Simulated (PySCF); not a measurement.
Two species compared at the same levels of theory.

First species: C₇H₁₀F₂OSi.
Geometry (GFN2-xTB, Å), atoms numbered from 1 in this order:
```xyz
21
C7H10F2OSi angstrom
C      2.7264   -0.8190   -0.0859
C      1.4917   -0.5550   -0.4735
C      0.5016    0.1642    0.3693
C     -0.8235   -0.5504    0.7386
Si    -1.2734   -2.0869   -0.2975
C     -1.5993    0.7184    0.3432
C     -0.3367    1.2706   -0.3394
F     -0.3850    1.1033   -1.7043
C      0.0599    2.6844   -0.0651
O      0.3645    3.5539   -0.7966
F      0.0545    2.9098    1.2882
H      3.4143   -1.3569   -0.7145
H      3.1002   -0.5132    0.8780
H      1.1403   -0.8629   -1.4482
H      0.9923    0.5805    1.2529
H     -0.8847   -0.7826    1.8024
H     -0.2492   -3.1051   -0.0704
H     -1.3726   -1.7252   -1.7091
H     -2.5815   -2.5309    0.1886
H     -1.9154    1.3302    1.1863
H     -2.4332    0.5897   -0.3435
```

Second species: C₆H₇FO₂Si.
Atom-mapped SMILES: `[O:1]=[C:2]([OH:3])[C:4]#[C:5][CH2:6][Si@@H:7]1[CH2:8][C@@H:9]1[F:10]` (hydrogens: H11 on O3; H12, H13 on C6; H14 on Si7; H15, H16 on C8; H17 on C9)

Structure used (GFN2-xTB), in Å, numbered top down from 1:
```
atom  x, y, z in Å
O1     4.385    0.837   -0.916
C2     3.665    0.073   -0.325
O3     4.100   -0.744    0.649
C4     2.262   -0.076   -0.564
C5     1.088   -0.169   -0.820
C6    -0.315   -0.255   -1.093
Si7   -1.266    1.132   -0.191
C8    -2.106    0.678    1.437
C9    -3.065    0.697    0.239
F10   -3.576   -0.531   -0.109
H11    5.052   -0.617    0.781
H12   -0.473   -0.173   -2.170
H13   -0.697   -1.226   -0.768
H14   -0.927    2.509   -0.491
H15   -2.302    1.418    2.199
H16   -1.952   -0.302    1.869
H17   -3.881    1.411    0.262
```

Levels: PBE0/pcSseg-1 for dipole moment, HOMO energy, LUMO energy and HOMO–LUMO gap; GFN2-xTB for rotational constant A and rotational constant C. Geometries: GFN2-xTB. All species are isolated and taken at one optimised geometry, non-relativistic unless stated; the electronic structure was computed with PySCF and density fitting.

Dipoles, sizes and rotational constants follow the conformer. The torsions of the flexible species, by atom-mapped SMILES:
- `[CH2:1]=[CH:2][C@@H:3]1[C@H:4]([SiH3:5])[CH2:6][C@@:7]1([F:8])[C:9](=[O:10])[F:11]`: C1–C2–C3–C4 -121°, C6–C7–C9–O10 -132°
- `[O:1]=[C:2]([OH:3])[C:4]#[C:5][CH2:6][Si@@H:7]1[CH2:8][C@@H:9]1[F:10]`: C5–C6–Si7–C8 -99°, H–O3–C2–O1 0°

(1) Which of the two has the higher dipole moment, and by how much?

(2) Which has the higher HOMO energy?

(3) Which has the higher rotational constant C?

(4) Which has the higher rotational constant A?

(5) Which of the two has the higher LUMO energy, and by how much?

(6) Which has the higher HOMO–LUMO gap?

Answers

(1) The first: 3.31 D against 1.62 D, a difference of 1.69 D.

(2) The second: -7.17 eV against -7.91 eV, a difference of 0.74 eV.

(3) The first: 0.591 GHz against 0.362 GHz, a difference of 0.229 GHz.

(4) The second: 3.283 GHz against 1.377 GHz, a difference of 1.906 GHz.

(5) The first: -0.96 eV against -1.24 eV, a difference of 0.28 eV.

(6) The first: 6.95 eV against 5.93 eV, a difference of 1.02 eV.

On the first: A dipole of 3.31 D is allowed in C1, and pure rotational transitions are dipole-allowed. The dipole equals about 11.0 × 10⁻³⁰ C·m (1 D = 3.33564 × 10⁻³⁰ C·m).

On the second: The dipole matches unit charges of opposite sign 0.34 Å apart (1 e·Å = 4.8032 D).
